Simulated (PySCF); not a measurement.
Si(Cl)(Me)2(Vi), SMILES C=C[Si](C)(C)Cl (C4H9ClSi) (GFN2-xTB optimised geometry):

```
15

C     -1.520     0.584     0.004
C     -0.258     0.183     0.000
Si     0.295    -1.627     0.000
C     -0.310    -2.528     1.566
C     -0.310    -2.528    -1.566
Cl     2.339    -1.627     0.000
H     -2.339    -0.117     0.008
H     -1.796     1.627     0.004
H      0.518     0.940    -0.004
H      0.028    -3.560     1.584
H     -1.394    -2.534     1.620
H      0.060    -2.046     2.467
H      0.061    -2.047    -2.467
H      0.028    -3.561    -1.584
H     -1.394    -2.534    -1.620
```

Method: PBE0/def2-TZVP (PySCF).

### Question
What are the frontier orbital energies and the dipole moment?

### Answer
HOMO-2 -8.58 eV, HOMO-1 -8.36 eV, HOMO -7.90 eV, LUMO -0.55 eV, LUMO+1 1.01 eV; dipole moment 1.89 D.

On the same geometry PBE/def2-TZVP (PySCF) gives HOMO-2 -7.27 eV, HOMO-1 -7.03 eV, HOMO -6.74 eV, LUMO -1.54 eV, LUMO+1 0.19 eV; dipole moment 1.80 D.

Meta-Löwdin charges at PBE0/def2-TZVP: C1 -0.23, C2 -0.36, Si3 0.95, C4 -0.61, C5 -0.61, Cl6 -0.32, H7 0.11, H8 0.13, H9 0.13, H10 0.13, H11 0.13, H12 0.14, H13 0.14, H14 0.13, H15 0.13.
